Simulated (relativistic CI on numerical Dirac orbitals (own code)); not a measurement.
**Radial parameters of Yb16+**

Calculated at this level of theory: Dirac-Coulomb-Breit CI, orbitals from a KLI potential per configuration, QED by a radiative potential, unscaled Slater integrals (own radial code, finite nucleus).

Slater integrals F^k, G^k are unscaled and averaged over j, outside the closed core [Ar] 3d10 4p6 4d10; ζ comes from projecting the Hamiltonian with its Breit term on Σ l·s of the shell.

- 4s2 4f8: F^2(4f,4f) = 178110, F^4(4f,4f) = 114270, F^6(4f,4f) = 82971, ζ(4f) = 3905.5 cm⁻¹; <r>(4f) = 0.5672, <r^2>(4f) = 0.3785 (bohr units).
- 4s2 4f7 5s: F^2(4f,4f) = 180900, F^4(4f,4f) = 116180, F^6(4f,4f) = 84394, ζ(4f) = 4051.7, G^3(4f,5s) = 32858 cm⁻¹; <r>(4f) = 0.5599, <r^2>(4f) = 0.3685, <r>(5s) = 0.9743, <r^2>(5s) = 1.056 (bohr units).
- 4s2 4f6 5s2: F^2(4f,4f) = 183980, F^4(4f,4f) = 118290, F^6(4f,4f) = 85973, ζ(4f) = 4200.1 cm⁻¹; <r>(4f) = 0.5521, <r^2>(4f) = 0.3578 (bohr units).

Averages of the first 5 configurations, taken without configuration mixing, which lowers the lowest level and can move excited configurations by several eV; other configurations of the list can lie among them:

```csv
Configuration,Parity,States,Average energy above the lowest level (eV)
4s2 4f8,even,3003,17.6
4s2 4f7 5s,odd,6864,23.2
4s2 4f6 5s2,even,3003,35.5
4s2 4f7 6s,odd,6864,176.4
4f10,even,1001,1014.9
```
